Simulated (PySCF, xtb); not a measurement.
Ga(F)(Br)(OH) (BrFGaHO), SMILES [OH][Ga]([F])[Br]. Other conformers were not sampled.

Harmonic wavenumbers (cm⁻¹) from GFN2-xTB (xtb 6.7.1) at its own minimum, in rising order: 90, 127, 138, 299, 319, 462, 555, 630, 3589.

Q: What does PBE-D3(BJ)/def2-SVP run with PySCF give at its own minimum? (An estimate is asked for; the answer gives what the named calculation found.)

A: 123, 159, 167, 309, 341, 667, 714, 847, 3710. Paired by order, the mean absolute difference is 92 cm⁻¹ and the zero-point energies are 8.9 and 10.1 kcal/mol.
